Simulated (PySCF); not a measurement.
C4H5NSi, SMILES C#C[SiH](N)C#C. Atoms are numbered in the order given.

```xyz
11

C      2.6204    -0.3206    -0.7779
C      1.5366    -0.2594    -0.2278
Si    -0.0995    -0.1565     0.5987
N     -0.8211    -1.7238     0.5535
C     -1.0545     1.1696    -0.2598
C     -1.7135     2.0300    -0.8159
H      3.5787    -0.3747    -1.2617
H      0.0439     0.2421     2.0216
H     -0.8743    -2.2171    -0.3334
H     -1.6502    -1.9004     1.1137
H     -2.2910     2.7911    -1.3084
```

Coordinates come from a B3LYP-D3(BJ)/def2-SVP optimisation. This is a generated structure with no PubChem entry under its InChIKey; it may be hypothetical. One conformer was computed; it need not be the lowest.

The numbers are results of PBE/def2-TZVP run with PySCF, not measurements.

Isolated molecule, no solvent.

Computed frontier levels, gap, dipole moment and polarisability:
The highest occupied level comes out as -6.25 eV, the lowest empty level is -1.55 eV and the orbital gap comes out as 4.70 eV. The dipole moment comes out as 1.26 D and the quadrupole, principal values (traceless, Buckingham form, about the centre of nuclear charge) is -5.57, -1.61, 7.19 D·Å. The mean static polarisability comes out as 76.2 bohr³ (11.30 Å³). The polarisability, principal values is 54.7, 76.1, 97.8 bohr³.
